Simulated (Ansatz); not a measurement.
Reaction (redistribution): `COB(C)O` + `OC[S][GeH3]` → `CB(O)SCO` + `C[O][GeH3]`

Gas-phase electronic energies from Ansatz, PBE0-D4/def2-TZVP geometries. CCSD(T)/CBS is the MP2 limit (def2-TZVPP, def2-QZVPP) plus CCSD(T) − MP2 in def2-TZVPP, frozen cores. DFT in def2-TZVPP. For Ge outer-core shells are correlated without core-valence functions, which leaves a few kJ/mol of doubt a bond. Scalar relativity is left out up to krypton. One conformer a species, not always the lowest.

Task: Is it downhill or uphill in electronic energy at CCSD(T)/CBS, and by how much? (Estimate.)

Result: The calculation gave: Uphill: ΔE = +85.3 kJ/mol.

Task: What do these levels give: r2SCAN-D4, ωB97X-V, CCSD(T)/def2-TZVPP, HF/def2-QZVPP, SCS-MP2/def2-QZVPP, HF/CBS(def2)? (Best estimate.)

Result: The calculation gave: r2SCAN-D4 83.9, ωB97X-V 82.9, CCSD(T)/def2-TZVPP 83.5, HF/def2-QZVPP 92.9, SCS-MP2/def2-QZVPP 81.4, HF/CBS(def2) 92.9 kJ/mol.

Largest T1 diagnostic among the species: 0.012.

In def2-TZVPP, CCSD(T) changes the Hartree–Fock value by −9.7 kJ/mol (the triples alone add −2.5 kJ/mol) and MP2 by −12.4 kJ/mol. From PBE to PBE0 (25 % exact exchange), in def2-TZVPP and without D4, ΔE moves by +4.2 kJ/mol.
